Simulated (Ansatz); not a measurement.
Mn₂O₄⁻, relaxed as a doublet with UKS r2SCAN-D4/def2-SVPD in Ansatz, starting from the GFN1-xTB geometry. Force threshold 0.02 eV/Å.

The structure holds one bond between oxygen atoms, so isomers without such links may lie far lower. The charge -1 doublet is spin-contaminated (final ⟨S²⟩ up to 4.79, 0.75 for a pure state). Another isomer (doublet) lies 0.03 eV lower at PBE0-D4/def2-TZVPD; other spin states weren't run for this one.

Start:

```tsv
atom	x (Å)	y (Å)	z (Å)
Mn1	0.883	0.052	0.081
Mn2	-1.269	-0.974	-0.236
O3	-1.598	0.585	0.297
O4	2.355	-0.006	0.538
O5	0.032	-0.854	-1.205
O6	-0.403	1.197	0.525
```

Q: Estimate the energy that the relaxation releases and the steps that it takes.

A: 205.9 kJ/mol, in 14 steps; 88 s on 4 threads of Arm Neoverse V2 on a shared host. The force fell under the threshold at step 13, but the optimiser went on. No frequencies were taken in this run, so the end may be a saddle point.

Q: Does the start keep its bonding and symmetry?

A: By distances, no bond broke or formed. The bond that changes most is Mn2–O6, from 2.46 to 2.11 Å (atoms count from 1).

Q: Predict the relaxed structure.

A: 
```xyz
6

Mn    1.061   -0.004    0.114
Mn   -1.370   -0.537   -0.609
O    -2.093    0.724    0.531
O     2.708    0.081    0.335
O     0.266   -1.214   -1.025
O    -0.573    0.949    0.654
```
Bond lengths (bridged metal pairs left out): 6 × Mn–O 1.66 to 2.11 Å; 1 × O–O 1.54 Å.
